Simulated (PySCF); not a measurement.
[MoF4]+ holds Mo(V), d1, at total charge +1. The structure is a model geometry with rigid ligands and bond lengths from ionic radii, not a minimum; coordination tetrahedral, point group Td, metal–donor distances 1.79 Å.

The d shell alone is too small an active space for [MoF4]+ (an active orbital has only 0.64 squared overlap with the free ion's shell): its levels, fitted parameters, g values and moments show what this model gives and aren't sound predictions.

```
5

Mo    0.000    0.000    0.000
F     1.033    1.033    1.033
F    -1.033   -1.033    1.033
F    -1.033    1.033   -1.033
F     1.033   -1.033   -1.033
```

Method (PySCF 2.14, density fitting): CASSCF(1,5) with orbitals averaged over all microstates of the shell, strongly contracted NEVPT2 on the averaged canonical orbitals; basis x2c-TZVPall on the metal, x2c-SVPall elsewhere; spin-free X2C; gas phase; spin-orbit coupling by state interaction with the mean-field operator over all roots.

Task: Which term lies lowest, and with what spin?

Result: 2E (S = 1/2, orbital degeneracy 2), with 1.0 electrons in the lower (e-type) set and 0.0 in the upper (t2-type) set, by NEVPT2.

Task: Where do the spin-allowed transitions within the shell lie?

Result: By NEVPT2: 2T2 at 17490 cm⁻¹ (572 nm). The strongest, at 17490 cm⁻¹, has f = 3.1e-03.

Task: What ligand-field parameters describe the result?

Result: At NEVPT2 level: orbital energies 0, 0, 17490, 17490, 17490 cm⁻¹; 10Dq = 17490 cm⁻¹; ζ = 649 cm⁻¹ (free ion 986).

Task: What are the magnetic parameters?

Result: The ground state is orbitally degenerate (an E term, whose orbital moment is quenched to first order), so no simple spin Hamiltonian is given. The lowest spin-orbit level is 4-fold; the next lies at 17430.2 cm⁻¹. μeff is 1.65 μB at 300 K and 1.63 μB at 10 K; the spin-only value is 1.73 μB.

The geometry is a model, and the complex may not exist in this form. Charge-transfer states lie outside this active space and may come lower than some of these levels. The ground state is orbitally degenerate in this regular structure, which would distort (Jahn–Teller), so its moment is that of the undistorted model. NEVPT2 on the d shell alone tends to put d–d bands too high for such charged or covalently bound ions.

The job took 5.7 s on one thread of Arm Neoverse V2 (shared host), with 119 basis functions, launched as `OMP_NUM_THREADS=1 python lf_run.py task.json out`.
